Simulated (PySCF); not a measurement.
## Löwdin shares of the frontier orbitals

Compound: (ClBe-mu-F)2.
Geometry (PBE0-D3(BJ)/def2-SVP, Å), atoms numbered from 1 in this order:
```xyz
6
Be2Cl2F2 angstrom
Be     0.7542    0.3926   -0.7406
Cl     1.9726    1.0257   -1.9463
F     -0.7441   -0.1113   -0.8193
Be    -0.7539   -0.3927    0.7410
Cl    -1.9735   -1.0257    1.9454
F      0.7447    0.1114    0.8197
```

Level of theory: PySCF, TDDFT B3LYP/def2-SVPD, vertical, gas phase, core orbitals frozen in the response.

Kohn–Sham orbitals with the atoms that hold most of them (Löwdin shares over 4%, at most four atoms; ? is withheld):

| orbital | ε (eV) | atoms |
| --- | --- | --- |
| HOMO-3 | -9.41 | Cl5 47%, Cl2 46% |
| HOMO-2 | -9.36 | Cl2 47%, Cl5 46% |
| HOMO-1 | -9.32 | ? |
| HOMO | ? | Cl2 47%, Cl5 47% |
| LUMO | -1.13 | ? |
| LUMO+1 | -0.67 | Be4 29%, Be1 29%, F6 13%, F3 13% |
| LUMO+2 | 0.01 | Be1 27%, Be4 27%, Cl2 16%, Cl5 16% |

Q: Which atoms hold the HOMO-1, and with what shares?

A: Cl5 (bonded to Be) 47%; Cl2 (bonded to Be) 46%.

Q: Give the leading atoms of the LUMO.

A: Be4 (bonded to Cl and 2 F) 30%; Be1 (bonded to Cl and 2 F) 30%; Cl5 (bonded to Be) 12%; Cl2 (bonded to Be) 12%. By element: beryllium 61%, chlorine 24%.

Q: What is the HOMO energy, and the HOMO–LUMO gap?

A: ε(HOMO) = -9.19 eV; the gap is 8.07 eV (0.2964 hartree).

Q: The HOMO–LUMO gap is 8.07 eV. Where does the response calculation put the lowest singlet, and from which orbitals?

A: S1 is at 7.18 eV (f = 0.0000), 0.89 eV below the gap, made of HOMO→LUMO (98%). Without the coupling terms of the response equations the lowest excitation would equal the gap.

Q: Give energy, strength and leading configuration of S1, S2, S3, S5, S6 and S7, and follow the Löwdin shares of the leading atoms from the occupied to the empty orbital.

A: 
- S1 (7.18 eV, f 0.0000), HOMO→LUMO (98%): Cl2 47% → 12%, Cl5 47% → 12%, Be4 at most 4% → 30%, Be1 at most 4% → 30%
- S2 (7.33 eV, f 0.069), HOMO-1→LUMO (98%): Cl5 47% → 12%, Cl2 46% → 12%, Be4 at most 4% → 30%, Be1 at most 4% → 30%
- S3 (7.36 eV, f 0.083), HOMO-2→LUMO (98%): Cl2 47% → 12%, Cl5 46% → 12%, Be4 at most 4% → 30%, Be1 at most 4% → 30%
- S5 (7.47 eV, f 0.0000), HOMO→LUMO+1 (86%): Cl2 47% → at most 13%, Cl5 47% → at most 13%, Be4 at most 4% → 29%, Be1 at most 4% → 29%
- S6 (7.56 eV, f 0.0000), HOMO-1→LUMO+1 (78%): Cl5 47% → at most 13%, Cl2 46% → at most 13%, Be4 at most 4% → 29%, Be1 at most 4% → 29%
- S7 (7.93 eV, f 0.0000), HOMO-2→LUMO+1 (92%): Cl2 47% → at most 13%, Cl5 46% → at most 13%, Be4 at most 4% → 29%, Be1 at most 4% → 29%

Löwdin shares depend on the basis, the more so with diffuse functions.

Hardware: one thread of an Arm Neoverse V1, shared host. Cost: 31 s of wall time.

One conformer stands for the species.
